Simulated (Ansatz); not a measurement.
Basis sets compared for the cluster Li₂I₂. Charge 0, multiplicity 1. Geometry r2SCAN-D4/def2-TZVP. Ansatz on 4 threads of Arm Neoverse V2 on a shared host; times are rough, and most runs start from earlier orbitals.

```csv
atom,x (Å),y (Å),z (Å)
Li1,0.416,-1.356,-0.034
Li2,-0.416,1.356,0.034
I3,0.508,0.209,-2.093
I4,-0.508,-0.209,2.093
```

In the def2 sets I takes a core potential; there is no spin–orbit coupling. The structure comes from a short search, and lower isomers may exist.

Binding counts from free atoms (Li doublet, I doublet) in the same basis, without a counterpoise term.

```
                         level  functions  energy (Eh)  HOMO (eV)  LUMO (eV)  binding per atom (eV)  wall time
               PBE-D4/def2-SVP         70    -610.5667      -5.87      -1.55                   2.36      0.6 s
PBE-D4/def2-TZVP (with forces)        128    -610.5964      -5.97      -1.57                   2.32      1.1 s
           r2SCAN-D4/def2-TZVP        128    -610.8950      -6.25      -0.98                   2.35      1.9 s
              PBE0-D4/def2-SVP         70    -610.6351      -7.01      -1.03                   2.36     0.85 s
             PBE0-D4/def2-TZVP        128    -610.6627      -7.06      -1.02                   2.33      1.4 s
```

Q: Estimate the rows for PBE-D4/def2-TZVPD, r2SCAN-D4/def2-TZVPD, PBE0-D4/def2-TZVPD.

A: 
| level | functions | energy (Eh) | HOMO (eV) | LUMO (eV) | binding per atom (eV) | wall time |
| --- | --- | --- | --- | --- | --- | --- |
| PBE-D4/def2-TZVPD | 152 | -610.5969 | -5.97 | -1.58 | 2.33 | 1.3 s |
| r2SCAN-D4/def2-TZVPD | 152 | -610.8956 | -6.24 | -0.98 | 2.36 | 2.6 s |
| PBE0-D4/def2-TZVPD | 152 | -610.6631 | -7.06 | -1.05 | 2.33 | 1.8 s |
